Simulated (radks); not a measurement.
Task: These are the eigenvalues of the occupied orbitals of an atom or ion with whole-number occupations (hartree). All-electron calculation, non-relativistic Kohn-Sham, r2SCAN, spin-unpolarised, spherical densities, point nucleus; meta-GGA in the generalised Kohn-Sham scheme. Program: a radial shooting solver on a logarithmic mesh with Libxc functionals.

orbital  eigenvalue
1s        -24.58476
2s         -1.15722
2p         -0.42504

Which element is it, and in what charge state? The configuration may be excited.

Result: Z = 9, fluorine, charge 0: F in [He] 2s2 2p5. The list shows which subshells hold electrons but not how many an open one holds; the 1s level, -24.585 hartree, gives Z - s = 7.0 by -(Z - s)^2/2, which with screening narrows Z to a few neighbours, and the depths of the outer levels then fix element, charge and occupations together.
